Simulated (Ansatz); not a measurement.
`CO[SiH](C)O` and `B[SiH](O)OC` differ in one atom or group.

Ansatz, PBE0-D4/def2-TZVP geometries, multiplicity 1. Each molecule was computed in one conformer, which needn't be the lowest.

| property | `CO[SiH](C)O` |
| --- | --- |
| HOMO–LUMO gap (PBE0/def2-TZVPP) / eV | 8.88 |
| size of the dipole moment (ωB97M-V/def2-TZVPP) / D | 1.57 |
| size of the dipole moment (PBE/def2-TZVPP) / D | 1.41 |
| size of the dipole moment (B3LYP/def2-TZVPP) / D | 1.56 |
| LUMO energy (PBE0/def2-TZVPP) / eV | 0.76 |
| HOMO energy (PBE/def2-TZVPP) / eV | -6.57 |

**Question.** Give the same properties after the change, and the shifts. (Estimate.)

**Answer.** The calculation gave: 
```
                                          property  `B[SiH](O)OC`  shift
              HOMO–LUMO gap (PBE0/def2-TZVPP) / eV           5.60  -3.28
size of the dipole moment (ωB97M-V/def2-TZVPP) / D           0.90  -0.67
    size of the dipole moment (PBE/def2-TZVPP) / D           0.96  -0.45
  size of the dipole moment (B3LYP/def2-TZVPP) / D           0.89  -0.67
                LUMO energy (PBE0/def2-TZVPP) / eV          -2.35  -3.11
                 HOMO energy (PBE/def2-TZVPP) / eV          -6.63  -0.06
```

With PBE0 the HOMO rises by 0.17 eV and the LUMO falls by 3.11 eV, so the gap narrows by about 3.28 eV. PBE moves the HOMO by -0.06 eV and ωB97M-V by 0.36 eV. Dipoles are sizes alone; their direction can turn.

B3LYP here is the variant with VWN-RPA as its local correlation; programs differ in this.
